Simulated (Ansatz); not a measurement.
The cluster Pb₃O₂. Charge 0, multiplicity 3. Geometry PBE-D4/def2-SVP.

```xyz
5

Pb    1.0316   -1.4072   -0.6311
Pb   -0.6556    1.2721   -1.1810
Pb   -0.3760    0.1352    1.8120
O    -1.1264   -0.7459   -0.1781
O     1.1264    0.7459    0.1781
```

In the def2 sets Pb takes a core potential; there is no spin–orbit coupling. B3LYP takes the VWN-RPA correlation. At PBE0-D4/def2-TZVP a singlet of charge 0 lies 0.34 eV below the triplet, each at its own geometry. The structure comes from a short search, and lower isomers may exist.

(1) Estimate the α-spin orbital energies around the gap (eV) in Ansatz with PBE-D4/def2-TZVP, r2SCAN-D4/def2-TZVP, B3LYP-D4/def2-TZVP, PBE0-D4/def2-TZVP, r2SCAN0-D4/def2-TZVP.

Results:

(1) 
| orbital | PBE-D4/def2-TZVP | r2SCAN-D4/def2-TZVP | B3LYP-D4/def2-TZVP | PBE0-D4/def2-TZVP | r2SCAN0-D4/def2-TZVP |
| --- | --- | --- | --- | --- | --- |
| HOMO−5 | -7.12 | -7.37 | -8.20 | -8.47 | -8.68 |
| HOMO−4 | -6.57 | -6.82 | -7.47 | -7.69 | -7.90 |
| HOMO−3 | -6.57 | -6.82 | -7.47 | -7.69 | -7.90 |
| HOMO−2 | -5.56 | -5.82 | -6.71 | -6.93 | -7.15 |
| HOMO−1 | -3.82 | -4.12 | -4.40 | -4.62 | -4.86 |
| HOMO | -3.82 | -4.12 | -4.40 | -4.62 | -4.86 |
| LUMO | -2.60 | -2.40 | -2.09 | -1.89 | -1.78 |
| LUMO+1 | -1.68 | -1.73 | -1.38 | -1.27 | -1.33 |
| LUMO+2 | -1.38 | -1.15 | -0.88 | -0.71 | -0.56 |
| LUMO+3 | -1.11 | -0.85 | -0.59 | -0.35 | -0.21 |
| LUMO+4 | -1.11 | -0.85 | -0.59 | -0.35 | -0.21 |
| LUMO+5 | -0.44 | 0.07 | 0.00 | 0.21 | 0.54 |
| β HOMO | -5.49 | -5.72 | -6.61 | -6.84 | -7.02 |
| β LUMO | -3.00 | -2.69 | -2.57 | -2.25 | -2.05 |
